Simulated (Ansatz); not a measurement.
Geometry optimisation, RHF/def2-SVP (Ansatz).

Input:

```yaml
crystal:
  periodic: [false, false, false]
  atoms:
    - { symbol: "N", position_ang: [-1.6609, -1.5057, 0.4308] }
    - { symbol: B, position_ang: [-0.2049, -1.6518, 0.3569] }
    - { symbol: Al, position_ang: [0.9909, -0.1272, -0.3426] }
    - { symbol: C, position_ang: [1.125, 1.8034, -0.2177] }
    - { symbol: O, position_ang: [1.4039, 1.28, -1.4933] }
    - { symbol: H, position_ang: [-1.98465, -1.74962, 1.44908] }
    - { symbol: H, position_ang: [-2.09172, -2.30836, -0.13074] }
    - { symbol: H, position_ang: [0.3169, -2.6518, 0.7037] }
    - { symbol: H, position_ang: [0.0896, 2.3547, -0.2135] }
    - { symbol: H, position_ang: [1.9185, 2.2788, 0.3063] }
basis:
  gaussian: { orbitals: def2-SVP }
hamiltonian:
  xc: hf
relax:
  f_tol: 0.015
  max_steps: 40
```

Run as:

```bash
$ ansatz run input.yaml --threads 1 --pin off --max-ram 2048MiB --backend cpu --events-out ev --progress --plain --runs-dir out
```

Problem. Where does it end, and by what steps?

Solution. The forces met the threshold. After 35 steps the energy has fallen by 2.486 eV; H6 moved furthest, 1.56 Å.

```
step  energy less start (eV)  largest force component (eV/Å)  accepted
   0                  0.0000                           3.765       yes
   2                 -1.0799                           1.030       yes
   4                 -1.5335                           1.859       yes
   6                 -2.1838                           2.224       yes
   8                 -2.3956                           0.730       yes
  10                 -2.4652                           0.362       yes
  12                 -2.4782                           0.069       yes
  14                 -2.4799                           0.044       yes
  16                 -2.4807                           0.074       yes
  18                 -2.4803                           0.301        no
  20                 -2.4823                           0.016       yes
  22                 -2.4836                           0.056       yes
  24                 -2.4834                           0.213        no
  26                 -2.4844                           0.025       yes
  28                 -2.4854                           0.059       yes
  30                 -2.4860                           0.047       yes
  32                 -2.4862                           0.026       yes
  34                 -2.4864                           0.016       yes
  35                 -2.4864                           0.012       yes
```

```xyz
10
Properties=species:S:1:pos:R:3
N -1.467 -2.169 0.237
B -0.376 -1.566 0.845
Al 0.441 0.282 0.111
C 1.347 1.894 -0.317
O 0.222 1.440 -1.125
H -1.856 -3.029 0.571
H -1.944 -1.806 -0.562
H 0.100 -2.117 1.803
H 1.157 2.852 0.168
H 2.278 1.942 -0.882
```

Whether the end is a true minimum wasn't checked by a vibrational analysis.

Run time: 72 s on 1 thread of Intel(R) Xeon(R) Platinum 8488C (Sapphire Rapids) (shared host), peak memory 0.2 GiB.
